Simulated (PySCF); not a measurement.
Job for PySCF: R-HF/STO-3G on GeH4 (SMILES [GeH4]), a point of a bond scan (R = 1.382 Å).

```python
from pyscf import gto, scf, dft, mp
from pyscf.data.elements import chemcore

mol = gto.M(
    atom='''
    Ge   -0.00000000    0.00000000    0.00000000
    H    -0.55431686   -0.79390446   -0.98644364
    H     0.57332193   -0.89073123    1.11206704
    H    -1.08236259    0.91830644    0.58651322
    H     1.12494829    0.85454086   -0.60253176
    ''',
    basis='sto-3g',
    charge=0, spin=0, verbose=3, max_memory=1800)
mf = scf.RHF(mol)
mf.conv_tol = 1e-8
mf.max_cycle = 100
mf.kernel()
if not mf.converged:
    mf = mf.newton().run(mf.mo_coeff, mf.mo_occ)
```

### Question
Predict the final total energy.

### Answer
-2054.0769 hartree.
